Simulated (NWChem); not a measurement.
Molecule: H2TeS; SMILES [TeH]S

```xyz
4

Te     0.0281     0.5859     0.0082
H     -1.6346     0.7698     0.0125
S      0.0107    -1.8264     0.0530
H      0.0047    -2.0156    -1.2865
```
Atoms are numbered in this order, from 1.

All runs: NWChem. Coordinates come from a PBE0/def2-SVP optimisation. def2 effective core potentials on Te; no spin-orbit coupling. Ions are spin-unrestricted doublets at the neutral geometry; other ion states weren't tried.

For level B3LYP/def2-SVP:

```
Item           Result
-------------  ------
−ε(HOMO) (eV)    6.30
```

### Question
Estimate the same quantities for level M06-2X/def2-SVP.

### Answer
- −ε(HOMO) (eV): 7.71
